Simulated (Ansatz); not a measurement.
CH6N2OSi can be A, `NC1(N)O[SiH2]1`, or B, `N=C(N)O[SiH3]`.

Isolated molecules relaxed with PBE0-D4/def2-TZVP in Ansatz; ΔE leaves out vibrations. CCSD(T)/CBS adds triple-zeta CCSD(T) − MP2 to the extrapolated MP2 energy (def2 sets, frozen cores). Functionals use def2-TZVPP. B3LYP here is the variant with VWN-RPA as its local correlation; programs differ in this. Each species was taken in one conformer, which may not be the lowest.

A:

```xyz
11

N    -0.258    1.485    0.013
C    -0.166    0.077    0.068
N    -1.346   -0.569    0.541
O     0.270   -0.609   -1.167
Si    1.400   -0.864    0.033
H     0.619    1.926   -0.231
H    -0.971    1.776   -0.651
H    -1.974   -0.760   -0.232
H    -1.810    0.003    1.233
H     2.725   -0.236   -0.198
H     1.510   -2.229    0.593
```

B:

```xyz
11

N    -0.778    1.144   -0.897
C     0.238    0.834   -0.205
N     1.267    1.705   -0.005
O     0.505   -0.351    0.402
Si   -0.483   -1.686    0.304
H    -1.437    0.382   -1.012
H     1.865    1.534    0.784
H     1.071    2.662   -0.236
H    -1.824   -1.384    0.865
H    -0.628   -2.122   -1.107
H     0.205   -2.717    1.109
```

Q: Which isomer does CCSD(T)/CBS put lower? Give the gap. (Estimate.)

A: Computed: B, by 32.0 kcal/mol.

Q: Give E(B) − E(A) in kcal/mol with ωB97M-V, r2SCAN-D4, B2PLYP, B3LYP-D4, MP2/def2-TZVPP, CCSD(T)/def2-TZVPP, HF/def2-TZVPP. (An estimate is asked.)

A: The calculation gave: ωB97M-V -32.8, r2SCAN-D4 -33.2, B2PLYP -35.0, B3LYP-D4 -35.5, MP2/def2-TZVPP -32.2, CCSD(T)/def2-TZVPP -33.4, HF/def2-TZVPP -45.1. None reverses the order clearly.

Largest T1 diagnostic: 0.013.

From PBE to PBE0 (25 % exact exchange), in def2-TZVPP and without D4, E(B) − E(A) moves by −1.6 kcal/mol. In def2-TZVPP, CCSD(T) changes the Hartree–Fock value by +11.7 kcal/mol (the triples alone add +1.1 kcal/mol) and MP2 by +12.9 kcal/mol.
